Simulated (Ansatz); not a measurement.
Calculated with Ansatz (gas phase, PBE0-D4/def2-TZVP geometries, no zero-point term in ΔE). CCSD(T)/CBS is the MP2 limit (def2-TZVPP, def2-QZVPP) plus CCSD(T) − MP2 in def2-TZVPP, frozen cores. Functionals use def2-TZVPP. B3LYP here is the variant with VWN-RPA as its local correlation; programs differ in this. Each species was taken in one conformer, which may not be the lowest.

Consider the isomerisation: `F[CH2][Al]1[CH2][CH]1F` → `C[CH]1[AlH][C]1(F)F`.

`F[CH2][Al]1[CH2][CH]1F`:

Z-matrix (Å, degrees):
```
C
Al 1 1.978
F 1 1.392 2 111.9
H 1 1.097 2 111.1 3 121.0
H 1 1.097 2 110.7 3 -120.8
C 2 1.922 1 163.0 3 4.1
C 2 1.917 1 149.0 3 166.0
F 6 1.381 2 132.3 1 62.5
H 6 1.094 2 114.3 1 -89.4
H 7 1.088 2 140.9 1 79.2
H 7 1.100 2 102.6 1 -66.3
```

`C[CH]1[AlH][C]1(F)F`:

Cartesian coordinates in Å:
```
C -0.276 -1.368 0.554
C 0.117 0.079 0.390
Al -0.586 1.836 0.025
C 0.574 0.639 -0.967
F -0.091 0.006 -1.993
F 1.898 0.528 -1.244
H -0.692 -1.545 1.548
H 0.577 -2.041 0.422
H -1.034 -1.648 -0.179
H 0.924 0.375 1.085
H -1.411 3.139 0.358
```

```tsv
level	ΔE (kcal/mol)	difference from CCSD(T)/CBS
PBE-D4	-6.3	0.4
r2SCAN-D4	-7.3	-0.6
PBE0-D4	-6.8	-0.1
B3LYP-D4	-5.8	0.9
ωB97X-V	-7.4	-0.7
ωB97M-V	-6.8	-0.1
B2PLYP	-5.7	1.0
PBE	-5.5	1.2
r2SCAN	-7.1	-0.4
PBE0	-6.2	0.5
B3LYP	-4.6	2.1
HF/def2-TZVPP	-6.5	0.2
MP2/def2-TZVPP	-7.3	-0.6
SCS-MP2/def2-TZVPP	-6.8	-0.1
CCSD/def2-TZVPP	-6.8	-0.1
CCSD(T)/def2-TZVPP	-7.1	-0.4
HF/def2-QZVPP	-6.4	0.3
MP2/def2-QZVPP	-7.0	-0.3
SCS-MP2/def2-QZVPP	-6.5	0.2
HF/CBS(def2)	-6.4	0.3
MP2/CBS(def2)	-6.9	-0.2
CCSD/CBS(def2)	-6.4	0.3
CCSD(T)/CBS	-6.7	0
```

Largest T1 diagnostic among the species: 0.013.

The D4 term adds −1.2 kcal/mol with B3LYP and −0.6 kcal/mol with PBE0; it sums over pairs of atoms, weighted by their polarisabilities, and B3LYP, whose exchange is more repulsive, gets the larger term.
